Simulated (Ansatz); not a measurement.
Gas-phase electronic energies from Ansatz, PBE0-D4/def2-TZVP geometries. CCSD(T)/CBS is the MP2 limit (def2-TZVPP, def2-QZVPP) plus CCSD(T) − MP2 in def2-TZVPP, frozen cores. Functionals use def2-TZVPP. B3LYP here is the variant with VWN-RPA as its local correlation; programs differ in this. Each species was taken in one conformer, which may not be the lowest.

`C/[C]([AlH2])=C\O` → `O[C]1([AlH2])CC1`  (isomerisation)

| level | ΔE (kJ/mol) | difference from CCSD(T)/CBS |
| --- | --- | --- |
| PBE-D4 | 81.1 | 0.0 |
| r2SCAN-D4 | 83.5 | 2.4 |
| PBE0-D4 | 74.2 | -6.9 |
| B3LYP-D4 | 90.8 | 9.7 |
| ωB97M-V | 76.4 | -4.7 |
| r2SCAN | 83.4 | 2.3 |
| PBE0 | 74.0 | -7.1 |
| B3LYP | 90.6 | 9.5 |
| HF/def2-TZVPP | 91.2 | 10.1 |
| MP2/def2-TZVPP | 76.3 | -4.8 |
| CCSD/def2-TZVPP | 79.4 | -1.7 |
| CCSD(T)/def2-TZVPP | 82.0 | 0.9 |
| HF/def2-QZVPP | 91.0 | 9.9 |
| MP2/def2-QZVPP | 75.8 | -5.3 |
| MP2/CBS(def2) | 75.4 | -5.7 |
| CCSD/CBS(def2) | 78.5 | -2.6 |
| CCSD(T)/CBS | 81.1 | 0 |

Largest T1 diagnostic among the species: 0.012.

From PBE to PBE0 (25 % exact exchange), in def2-TZVPP and without D4, ΔE moves by −6.9 kJ/mol. In def2-TZVPP, CCSD(T) changes the Hartree–Fock value by −9.2 kJ/mol (the triples alone add +2.6 kJ/mol) and MP2 by −14.8 kJ/mol.

CCSD(T)/CBS has its own doubt, a few kJ/mol and more with outer-core shells, so smaller differences from it don't rank the levels.
